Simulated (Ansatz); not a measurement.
## AlF3 (SMILES F[Al](F)F): the energy to break a bond

AlF3: 4 atoms, total charge 0, spin state singlet. SMILES: `F[Al](F)F`. The shape was relaxed beforehand at wB97X-V/def2-SVP.

```xyz
4

F     0.8684   -0.7301    1.1923
Al   -0.0002    0.0002    0.0003
F    -1.4556   -0.6189   -0.4549
F     0.5874    1.3489   -0.7377
```

Wanted: the dissociation energy of the F3–Al2 bond into doublet F and doublet AlF2 (shapes relaxed at wB97X-V/def2-SVP, no zero-point term). 1 Eh = 2625.50 kJ/mol = 27.2114 eV. Totals in Eh; open shells run unrestricted unless said.

```
                                 level  program         AlF3   doublet F  doublet AlF2
                         HF/def2-TZVPP   Ansatz  -540.616477  -99.411798   -441.019794
                    PBE0-D4/def2-TZVPP   Ansatz  -541.933366  -99.676173   -442.019319
MP2/def2-TZVPP, 8 core orbitals frozen   Ansatz  -541.442545  -99.609588   -441.576997
```

Work out the dissociation energy at each level.


1. HF/def2-TZVPP: (-99.411798) + (-441.019794) − (-540.616477) = 0.184885 Eh = 485.4 kJ/mol = 5.03 eV.
2. PBE0-D4/def2-TZVPP: (-99.676173) + (-442.019319) − (-541.933366) = 0.237874 Eh = 624.5 kJ/mol = 6.47 eV.
3. MP2/def2-TZVPP: (-99.609588) + (-441.576997) − (-541.442545) = 0.255960 Eh = 672.0 kJ/mol = 6.97 eV.

The levels span 485 to 672 kJ/mol; no measured value is set beside them. Hartree–Fock lacks the correlation of the electrons that are unpaired, so it comes out low. A bond enthalpy at 298 K also holds the loss of zero-point energy and thermal terms.
